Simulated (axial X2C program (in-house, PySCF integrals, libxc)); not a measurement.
## Correcting the dissociation energy of YI for spin–orbit coupling

A spin-free PBE0 curve (one-electron X2C) was computed with an axial X2C code built on PySCF integrals, basis I dyall-v3z [11s12p8d1f], Y dyall-v3z [11s12p9d4f2g] (cores contracted in-house), for the state M_S = 0, Λ = 0 (closed shell). It gives D0 = 3.920 eV to I + Y, which in a spin-free picture are the weighted means of the ground terms.

Measured levels of the ground terms (NIST Handbook of Basic Atomic Spectroscopic Data), in cm⁻¹: I 2P: J = 3/2 at 0, J = 1/2 at 7603.1; Y 2D: J = 3/2 at 0, J = 5/2 at 530.4.

The molecular state has Λ = 0, so it has no first-order lowering.

Task: How far does each ground level lie under the (2J+1)-weighted mean of its term?

Result: I: (4 × 0 + 2 × 7603.1)/6 = 2534 cm⁻¹; Y: (4 × 0 + 6 × 530.4)/10 = 318 cm⁻¹.

Task: Correct D0.

Result: D0 = 3.920 + (0 − 2852)/8065.5 = 3.566 eV at PBE0 with these spin–orbit terms.

Second-order spin–orbit effects in the molecule, which grow quickly with Z, are left out. Occupations by symmetry block were frozen at the best pattern of an incomplete PBE0 search. De is counted from the lowest determinant-based energies of the atoms at the same level, without counterpoise correction. Other states lie close and PBE0, whose exact exchange favours high spin, may order them wrongly; the determinant shown need not be the ground state. The nearest other spin-free determinant of the search, M_S = 1, Λ = 2, lies 0.40 eV up at the distance of the search.
